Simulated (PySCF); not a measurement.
Spectrum to structure. Theory: PySCF, TDDFT B3LYP/def2-SVPD, vertical, gas phase, core orbitals frozen in the response. Geometries: PBE0-D3(BJ)/def2-SVP, one conformer each. Relativistic effects are left out although some hold elements past zinc.

| state | E (eV) | λ (nm) | f |
| --- | --- | --- | --- |
| S1 | 3.60 | 344.5 | 0.0012 |
| S2 | 4.94 | 250.9 | 0.014 |
| S3 | 5.32 | 233.2 | 0.039 |
| S4 | 5.36 | 231.4 | 0.018 |
| S5 | 5.41 | 229.0 | 0.065 |
| S6 | 5.89 | 210.5 | 0.016 |

Question: Which structure fits?
A. `C#C[C@H]1CC[Se]1`
B. `[H][Si](C)(C)C=C`
C. `C[Se](F)(F)(F)(F)F`

Answer: A. Its S1, at 3.60 eV, is the lowest among the candidates; the nearest of the others has S1 at 6.48 eV. S1 is HOMO→LUMO (99%). Löwdin shares by element: HOMO selenium 74%, carbon 15% or more; LUMO selenium 55%, carbon 31% or more. At the same level the other candidates give, for their lowest levels:
- `C[Se](F)(F)(F)(F)F`: 6.94 eV (f 0.000); 6.99 eV (f 0.078); 7.01 eV (f 0.004); 7.02 eV (f 0.036); 7.74 eV (f 0.000); T1 5.98 eV; HOMO -11.11, LUMO -3.19 eV
- `[H][Si](C)(C)C=C`: 6.48 eV (f 0.005); 6.83 eV (f 0.339); 7.16 eV (f 0.048); 7.17 eV (f 0.020); 7.38 eV (f 0.005); T1 4.29 eV; HOMO -7.47, LUMO -0.49 eV
Triplets come from the Tamm–Dancoff approximation.
